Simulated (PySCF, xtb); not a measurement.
Si(Cl)2(OMe)(SH) (CH₄Cl₂OSSi), SMILES CO[Si](S)(Cl)Cl.

xtb with GFN2-xTB at its own geometry gives an orbital gap of 5.08 eV and a dipole moment of 1.55 D.

The structure is a stationary point at B3LYP-D3(BJ)/def2-SVP. This is a generated structure with no PubChem entry under its InChIKey; it may be hypothetical. The values are those of a single conformer.

Problem. What does PBE/def2-TZVP (PySCF) give? (An estimate is asked for; the answer gives what the named calculation found.)

Solution. gap 5.35 eV (levels -6.70 and -1.36 eV), dipole 1.63 D.
